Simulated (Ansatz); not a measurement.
Computed with Ansatz on PBE0-D4/def2-TZVP structures; ΔE is electronic, products minus reactants. CCSD(T)/CBS is the MP2 limit (def2-TZVPP, def2-QZVPP) plus CCSD(T) − MP2 in def2-TZVPP, frozen cores. This one scheme is used for every species. Functionals use def2-TZVPP. One conformer a species, not always the lowest.

Reaction (substitution at a C–C bond): `NCC1BN1` + H–F → `FC1BN1` + CH₃NH₂

`NCC1BN1`:

Z-matrix (Å, degrees):
```
C
C 1 1.513
N 1 1.453 2 114.4
H 1 1.097 2 110.5 3 121.6
H 1 1.096 2 109.1 3 -122.0
N 2 1.467 1 118.8 3 160.6
B 2 1.565 1 123.7 3 98.6
H 2 1.094 1 113.1 3 -59.8
H 3 1.014 1 109.7 2 -53.6
H 3 1.013 1 110.3 2 63.3
H 6 1.003 2 135.7 1 70.8
H 7 1.184 2 155.5 1 -76.8
```

H–F:

Cartesian coordinates in Å:
```
F -0.185 -0.037 -0.420
H 0.185 0.037 0.420
```

`FC1BN1`:

Cartesian coordinates in Å:
```
F -0.053 -1.682 -0.688
C 0.231 -0.332 -0.587
B -0.770 0.619 0.111
N 0.341 0.165 0.738
H 1.011 -0.093 -1.307
H -1.747 1.272 0.233
H 0.987 0.051 1.501
```

CH₃NH₂:

Z-matrix (Å, degrees):
```
C
N 1 1.453
H 1 1.092 2 109.4
H 1 1.100 2 115.4 3 -121.6
H 1 1.092 2 109.4 3 116.8
H 2 1.012 1 110.6 3 62.6
H 2 1.012 1 110.6 3 -179.3
```

```json
{"level": "r2SCAN-D4", "ΔE (kcal/mol)": "4.1", "difference from CCSD(T)/CBS": "-4.1"}
{"level": "PBE0-D4", "ΔE (kcal/mol)": "5.7", "difference from CCSD(T)/CBS": "-2.5"}
{"level": "ωB97X-V", "ΔE (kcal/mol)": "4.2", "difference from CCSD(T)/CBS": "-4.0"}
{"level": "ωB97M-V", "ΔE (kcal/mol)": "5.0", "difference from CCSD(T)/CBS": "-3.2"}
{"level": "B2PLYP", "ΔE (kcal/mol)": "4.5", "difference from CCSD(T)/CBS": "-3.7"}
{"level": "PBE", "ΔE (kcal/mol)": "3.3", "difference from CCSD(T)/CBS": "-4.9"}
{"level": "r2SCAN", "ΔE (kcal/mol)": "3.7", "difference from CCSD(T)/CBS": "-4.5"}
{"level": "HF/def2-TZVPP", "ΔE (kcal/mol)": "1.7", "difference from CCSD(T)/CBS": "-6.5"}
{"level": "CCSD/def2-TZVPP", "ΔE (kcal/mol)": "6.8", "difference from CCSD(T)/CBS": "-1.4"}
{"level": "HF/def2-QZVPP", "ΔE (kcal/mol)": "1.8", "difference from CCSD(T)/CBS": "-6.4"}
{"level": "CCSD(T)/CBS", "ΔE (kcal/mol)": "8.2", "difference from CCSD(T)/CBS": "0"}
```

Largest T1 diagnostic among the species: 0.014.

The D4 term adds +2.1 kcal/mol with B3LYP and +1.2 kcal/mol with PBE0; it sums over pairs of atoms, weighted by their polarisabilities, and B3LYP, whose exchange is more repulsive, gets the larger term. In def2-TZVPP, CCSD(T) changes the Hartree–Fock value by +5.7 kcal/mol (the triples alone add +0.6 kcal/mol) and MP2 by +7.9 kcal/mol.

B3LYP here is the variant with VWN-RPA as its local correlation; programs differ in this.
